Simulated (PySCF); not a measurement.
# Radial density of I⁴⁴⁺ (iodine, charge +44)

UHF, [He] 2s2 2p5, 2P determinant. Calculation: PySCF 2.14, in an uncontracted even-tempered set (17 s from 20 bohr⁻², ratio 2.5; 11 p from 26 bohr⁻², ratio 2.5; 5 d from 110 bohr⁻², ratio 2.7; 4 f from 160 bohr⁻², ratio 2.7); the spin-free X2C one-electron Hamiltonian (Gaussian nucleus).

| r (bohr) | 4πr²ρ (e/bohr) | 4πr²(ρα − ρβ) |
| --- | --- | --- |
| 0.0202 | 66.44 | 1.0226 |
| 0.0340 | 52.42 | 3.6442 |
| 0.0573 | 56.13 | 8.2949 |
| 0.0963 | 63.82 | 8.8341 |
| 0.162 | 21.19 | 2.6176 |
| 0.272 | 0.7509 | 0.0876 |
| 0.458 | 0.001336 | 0.0002 |

Densities and radii are taken from the X2C orbitals without a picture-change correction, which distorts them close to the nucleus.

Spin-orbit coupling, absent here, splits the open shell strongly.
